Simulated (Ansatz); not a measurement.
Born–Oppenheimer molecular dynamics of C3H11NSSi (17 atoms, charge 0, multiplicity 1). It starts from a relaxed structure.

Method: Ansatz 0.2.0, RKS PBE0-D4/STO-3G.

```yaml
ensemble: NVE (velocity Verlet)
time_step: 0.5 fs
steps_asked: 290
starting_velocities_drawn_for: 500 K
seed: 672855
```

First frame:

```xyz
17
Properties=species:S:1:pos:R:3
C -0.309 -2.345 -1.017
C 0.898 -1.387 -0.883
S 1.158 -0.718 0.791
Si -0.361 0.788 0.783
C 0.073 2.176 -0.393
N -0.592 1.495 2.387
H -1.254 -1.833 -0.793
H -0.370 -2.740 -2.040
H -0.208 -3.192 -0.326
H 1.812 -1.942 -1.144
H 0.803 -0.578 -1.626
H -1.631 0.209 0.396
H -0.722 2.929 -0.405
H 1.002 2.674 -0.102
H 0.199 1.808 -1.415
H 0.304 1.904 2.740
H -0.823 0.751 3.086
```

Question: How far do the bonds stretch over the last three quarters of this one trajectory? (Pairs bonded in most of those frames.)

Answer: 
| bond | mean (Å) | spread (Å) | shortest | longest |
| --- | --- | --- | --- | --- |
| C1–C2 | 1.550 | 0.013 | 1.52 | 1.57 |
| C1–H7 | 1.103 | 0.039 | 1.04 | 1.17 |
| C1–H8 | 1.102 | 0.034 | 1.03 | 1.18 |
| C1–H9 | 1.100 | 0.027 | 1.06 | 1.14 |
| C2–S3 | 1.827 | 0.027 | 1.78 | 1.86 |
| C2–H10 | 1.108 | 0.047 | 1.03 | 1.19 |
| C2–H11 | 1.104 | 0.028 | 1.05 | 1.16 |
| S3–Si4 | 2.142 | 0.017 | 2.11 | 2.18 |
| Si4–C5 | 1.880 | 0.037 | 1.81 | 1.94 |
| Si4–N6 | 1.772 | 0.035 | 1.72 | 1.86 |
| Si4–H12 | 1.452 | 0.031 | 1.41 | 1.50 |
| C5–H13 | 1.100 | 0.043 | 1.03 | 1.17 |
| C5–H14 | 1.097 | 0.019 | 1.05 | 1.14 |
| C5–H15 | 1.096 | 0.015 | 1.07 | 1.12 |
| N6–H16 | 1.045 | 0.007 | 1.03 | 1.06 |
| N6–H17 | 1.046 | 0.007 | 1.03 | 1.06 |

Mean temperature of the second half: 250 K. The conserved energy stayed within 0.61 meV per atom of its start (net change 0.24 meV per atom), so the integration is sound. The temperature averaged 0.50 of the 500 K drawn at the start: a run that starts near a minimum puts about half its kinetic energy into the potential. A run of 0.14 ps of so small a system gives no equilibrium averages. Limits of this set-up: minimal basis.

Time of the run: 19 min on 1 thread of Arm Neoverse V2 (shared host), peak memory 0.13 GiB.
